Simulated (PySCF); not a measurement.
**Electron correlation in Ag+ (silver, charge +1)**

Starting occupation: [Kr] 4d9 5s1, 4d3/2 with m_j = -3/2, -1/2, +1/2, +3/2, 4d5/2 with m_j = -3/2, -1/2, +1/2, +3/2, +5/2, 5s1/2 with m_j = +1/2. Calculation: PySCF 2.14, in x2c-SVPall-2c with one added diffuse shell each of s, p, d type (7s9p7d1f, 76 functions); X2C-1e with screened-nucleus spin-orbit coupling, Gaussian nucleus. Frozen: [Ar] 3d10; 18 electrons correlated; the 6 highest virtual spinors left out.

MP2 pair energies summed by pair of shells (mhartree):

| pair | energy | share (%) |
| --- | --- | --- |
| 4d-4d | -213.99 | 51.1 |
| 4d-4p | -117.43 | 28.0 |
| 4p-4p | -38.07 | 9.1 |
| 4d-5s | -21.57 | 5.1 |
| 4d-4s | -11.18 | 2.7 |
| 4p-4s | -10.31 | 2.5 |
| 4p-5s | -3.73 | 0.9 |
| 4s-4s | -2.37 | 0.6 |
| 4s-5s | -0.25 | 0.1 |

Total MP2 correlation energy: -418.91 mhartree.

The GHF reference relaxed away from the jj start to a determinant that is no pure jj level (⟨S²⟩ = 2.01, ⟨J²⟩ = 12.01); the energies belong to that determinant.

This basis was not built for core-valence correlation, so the inner-shell part is incomplete.
